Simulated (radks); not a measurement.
Ir28.375+, 48.625 electrons, occupied as [Ar] 3d10 4s2 4p(up 3, down 2.625) 4d10 4f3 (fractional occupations, a model configuration).

Calculated with a radial shooting solver on a logarithmic mesh with Libxc functionals: scalar-relativistic Kohn-Sham, PBE, spin-polarised, spherical densities, finite nucleus; open shells are filled with parallel spins first (spin-orbit coupling, left out, can overturn this in heavy ions); Fermi nuclear charge, rms radius 5.4032 fm.

Energy parts (hartree):
total: -17434.4511
kinetic: 19417.7575
electron-nucleus: -41451.0315
Hartree: 4905.8445
exchange-correlation: -307.0215

Orbitals (lengths in bohr, moments of r in powers of bohr; <r^-3> diverges for s and p1/2; r(max) is where P^2 peaks):
| orbital | occ. | eigenvalue (hartree) | <r^-3> | r(max) | <r^4> |
|---|---|---|---|---|---|
| 1s up | 1 | -2832.584 | - | 0.01082 | 4.812e-07 |
| 1s down | 1 | -2832.572 | - | 0.01082 | 4.812e-07 |
| 2s up | 1 | -525.2790 | - | 0.06231 | 0.00007132 |
| 2s down | 1 | -525.2683 | - | 0.06231 | 0.00007131 |
| 2p up | 3 | -461.1654 | 23030 | 0.05138 | 0.00005708 |
| 2p down | 3 | -461.1521 | 23030 | 0.05139 | 0.00005707 |
| 3s up | 1 | -150.5111 | - | 0.1756 | 0.002555 |
| 3s down | 1 | -150.3698 | - | 0.1755 | 0.002548 |
| 3p up | 3 | -131.7353 | 5250 | 0.1744 | 0.002766 |
| 3p down | 3 | -131.5916 | 5260 | 0.1743 | 0.002758 |
| 3d up | 5 | -111.1076 | 660.3 | 0.1420 | 0.002115 |
| 3d down | 5 | -110.9963 | 661.6 | 0.1420 | 0.002106 |
| 4s up | 1 | -57.71040 | - | 0.3877 | 0.04718 |
| 4s down | 1 | -57.47973 | - | 0.3878 | 0.04736 |
| 4p up | 3 | -51.15580 | 1452 | 0.4035 | 0.05773 |
| 4p down | 2.625 | -50.93552 | 1445 | 0.4037 | 0.05802 |
| 4d up | 5 | -43.28368 | 171.0 | 0.4037 | 0.06639 |
| 4d down | 5 | -43.06678 | 170.1 | 0.4040 | 0.06687 |
| 4f up | 3 | -34.89283 | 38.72 | 0.3487 | 0.06300 |
| 4f down | 0 | -34.65532 | 38.61 | 0.3493 | 0.06383 |

The highest occupied level is 4f up at -949.48 eV. Spin moment in Bohr magnetons: 3.375. Summed over all electrons, <r^2> = 4.931 bohr^2, which gives a Langevin (diamagnetic) susceptibility term of -3.91 x 10^-6 cm^3/mol.
